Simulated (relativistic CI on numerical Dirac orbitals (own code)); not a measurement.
## Tc³⁺: 4p photoemission

Computed with this model: Dirac-Coulomb-Breit CI, KLI orbitals optimised for each configuration, model QED, valence Slater integrals scaled by 0.8, multiplet model of photoemission in the sudden approximation; configurations [Kr] 4d4 → [Ar] 3d10 4s2 4p5 4d4; 300 K; Lorentzian 1.68 eV and Gaussian 0.6 eV FWHM. Energies are those of the free ion, without screening or charge transfer. The energies are binding energies and can lie tens of eV above those of solids. S is read from ⟨S²⟩ = S(S + 1).

Field parameters in Wybourne normalisation: D4h B²₀ = −7Ds, B⁴₀ = 21(Dq − Dt), B⁴₄ = 21√(5/14) Dq. The field is a parameter set, without covalency.

free ion: ground-state S = 1.98, centroid 84.30 eV. Peaks (eV, height): 79.2 (100), 81.8 (98), 90.8 (24), 96.0 (44).

D4h, 10Dq = 28900, Ds = -1500, Dt = 120 cm⁻¹: ground-state S = 1.01, centroid 84.48 eV. Peaks (eV, height): 81.2 (100), 94.2 (12).

D4h, 10Dq = 28900, Ds = 300, Dt = 120 cm⁻¹: ground-state S = 1.01, centroid 84.46 eV. Peaks (eV, height): 80.8 (100), 94.0 (12), 96.4 (9).

Strongest unbroadened transitions for free ion:

```csv
Energy (eV),Relative strength
79.01,36.0
79.20,11.3
79.24,100.0
79.38,14.0
79.42,11.1
81.27,17.4
81.58,26.2
81.65,11.0
81.80,9.5
81.84,37.2
82.57,8.4
82.59,8.9
82.62,41.4
83.05,10.9
90.74,19.1
95.96,12.7
96.00,10.9
96.01,33.0
```
